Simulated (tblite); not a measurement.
Compound: C3H9ClSSi2.
Atom-mapped SMILES: `[CH2:1]=[C:2]([CH3:3])[Si@H:4]([Cl:5])[S:6][SiH3:7]` (hydrogens: H8, H9 on C1; H10, H11, H12 on C3; H13 on Si4; H14, H15, H16 on Si7)

Computed with GFN2-xTB (tblite), gas phase: L-BFGS steps from a force-field or distance-geometry start until the largest atomic force falls under 0.01 eV/Å.

Step 39: E = -607.6866 eV
```
atom  x, y, z in Å  |  force x, y, z in eV/Å
C1     -2.0913   -1.4986   -0.7631   -0.012  -0.050  -0.001
C2     -1.4516   -0.5842   -0.0444    0.032   0.029  -0.013
C3     -2.1617    0.6374    0.4576    0.023  -0.026   0.004
Si4     0.4104   -0.7453    0.2481    0.027   0.015  -0.076
Cl5     0.8801   -2.2600    1.5047   -0.030   0.027  -0.016
S6      1.0381    1.1423    1.0774    0.124   0.049   0.007
Si7     3.1816    1.2607    0.8861   -0.140  -0.022   0.050
H8     -1.5960   -2.3728   -1.1511    0.005   0.007  -0.004
H9     -3.1428   -1.4114   -0.9925    0.009  -0.024   0.050
H10    -1.8021    0.9343    1.4375    0.049  -0.042   0.075
H11    -3.2350    0.4749    0.5070   -0.031  -0.001  -0.052
H12    -1.9584    1.4668   -0.2161   -0.016   0.059  -0.037
H13     1.1378   -0.9812   -0.9978   -0.008   0.026   0.054
H14     3.4814    2.4920    1.5867   -0.007   0.077   0.055
H15     3.5044    1.3519   -0.5279   -0.003  -0.051  -0.098
H16     3.7975    0.1021    1.5112   -0.022  -0.073   0.000
```

Step 40: E = -607.6884 eV
```
atom  x, y, z in Å  |  force x, y, z in eV/Å
C1     -2.0962   -1.5036   -0.7593    0.002  -0.023   0.013
C2     -1.4540   -0.5871   -0.0448    0.020   0.033  -0.020
C3     -2.1622    0.6355    0.4581    0.020  -0.009   0.008
Si4     0.4101   -0.7430    0.2403    0.017   0.036  -0.041
Cl5     0.8883   -2.2497    1.5038   -0.032   0.034  -0.020
S6      1.0386    1.1532    1.0561    0.083   0.020   0.006
Si7     3.1821    1.2612    0.8884   -0.078  -0.008   0.028
H8     -1.6012   -2.3774   -1.1487    0.003   0.004  -0.003
H9     -3.1487   -1.4169   -0.9845    0.014  -0.027   0.052
H10    -1.8109    0.9242    1.4444    0.041  -0.054   0.051
H11    -3.2375    0.4802    0.4953   -0.011  -0.002  -0.053
H12    -1.9460    1.4692   -0.2075   -0.019   0.038  -0.023
H13     1.1330   -0.9818   -1.0058    0.005   0.018   0.031
H14     3.4856    2.4887    1.5965   -0.019   0.058   0.044
H15     3.5203    1.3577   -0.5235   -0.011  -0.055  -0.065
H16     3.7912    0.0985    1.5146   -0.037  -0.063  -0.008
```

Step 41: E = -607.6908 eV
```
atom  x, y, z in Å  |  force x, y, z in eV/Å
C1     -2.1110   -1.5187   -0.7470    0.043   0.042   0.042
C2     -1.4615   -0.5953   -0.0461   -0.002   0.041  -0.036
C3     -2.1635    0.6302    0.4602   -0.003   0.052   0.004
Si4     0.4087   -0.7341    0.2161   -0.004   0.076   0.041
Cl5     0.9135   -2.2170    1.5004   -0.038   0.057  -0.034
S6      1.0389    1.1866    0.9882    0.008  -0.049   0.010
Si7     3.1841    1.2625    0.8956    0.069   0.030  -0.031
H8     -1.6174   -2.3911   -1.1415   -0.002   0.002   0.006
H9     -3.1669   -1.4354   -0.9584    0.025  -0.031   0.055
H10    -1.8386    0.8922    1.4660    0.010  -0.081  -0.035
H11    -3.2450    0.4968    0.4581    0.075   0.003  -0.044
H12    -1.9074    1.4763   -0.1804   -0.041  -0.045   0.041
H13     1.1203   -0.9831   -1.0303    0.032  -0.002  -0.026
H14     3.4979    2.4780    1.6272   -0.057   0.002   0.011
H15     3.5687    1.3742   -0.5087   -0.036  -0.065   0.027
H16     3.7716    0.0868    1.5240   -0.079  -0.031  -0.030
```

Step 42: E = -607.6918 eV
```
atom  x, y, z in Å  |  force x, y, z in eV/Å
C1     -2.1095   -1.5182   -0.7474    0.040   0.040   0.037
C2     -1.4606   -0.5941   -0.0472    0.002   0.038  -0.032
C3     -2.1629    0.6309    0.4602    0.004   0.020   0.003
Si4     0.4089   -0.7329    0.2172   -0.003   0.065   0.032
Cl5     0.9097   -2.2180    1.4996   -0.035   0.049  -0.026
S6      1.0404    1.1850    0.9922   -0.033  -0.034   0.020
Si7     3.1825    1.2622    0.8957    0.102   0.030  -0.026
H8     -1.6159   -2.3902   -1.1426    0.001   0.004   0.009
H9     -3.1655   -1.4358   -0.9582    0.019  -0.029   0.054
H10    -1.8364    0.8930    1.4646    0.017  -0.072  -0.013
H11    -3.2431    0.4965    0.4597    0.035  -0.007  -0.039
H12    -1.9107    1.4757   -0.1812   -0.021  -0.008   0.017
H13     1.1233   -0.9811   -1.0273    0.033  -0.002  -0.034
H14     3.4968    2.4789    1.6254   -0.056  -0.003   0.007
H15     3.5631    1.3703   -0.5094   -0.030  -0.059   0.016
H16     3.7723    0.0867    1.5222   -0.077  -0.030  -0.025
```

Question: Estimate the geometry and energy of step 43. (The exact step hangs on the optimiser's Hessian estimate; all steps are aligned on step 42, rigid shifts and turns removed.)

Answer: E = -607.6952 eV, largest force 0.174 eV/Å
```
atom  x, y, z in Å  |  force x, y, z in eV/Å
C1     -2.1110   -1.5229   -0.7416    0.035   0.044   0.019
C2     -1.4610   -0.5923   -0.0514    0.027   0.023  -0.021
C3     -2.1619    0.6308    0.4608    0.012  -0.035  -0.014
Si4     0.4088   -0.7234    0.2101    0.009   0.030  -0.007
Cl5     0.9103   -2.2044    1.4943   -0.029   0.032  -0.002
S6      1.0437    1.1952    0.9726   -0.114   0.003   0.053
Si7     3.1820    1.2628    0.8986    0.171   0.023  -0.019
H8     -1.6181   -2.3931   -1.1424    0.007   0.012   0.026
H9     -3.1691   -1.4461   -0.9424    0.010  -0.026   0.048
H10    -1.8426    0.8788    1.4700    0.016  -0.049   0.012
H11    -3.2405    0.5025    0.4453   -0.043  -0.027  -0.011
H12    -1.9031    1.4780   -0.1704    0.024   0.059  -0.016
H13     1.1277   -0.9772   -1.0306    0.026  -0.002  -0.045
H14     3.4956    2.4768    1.6354   -0.057  -0.027  -0.011
H15     3.5690    1.3637   -0.5044   -0.014  -0.039   0.001
H16     3.7629    0.0797    1.5195   -0.079  -0.020  -0.012
```

The energy changes by -0.0034 eV. The first-order estimate −F·Δx gives -0.0046 eV and the mean of the old and new forces, exact on a quadratic surface, -0.0034 eV. The step makes an angle of 68° with the force vector and moves no atom by more than 0.022 Å.

The cost below is that of the whole relaxation. Hardware: one thread, Arm Neoverse V2 (aarch64), shared host with 96 logical CPUs at a one-minute load of 63. Cost: 1.2 s.
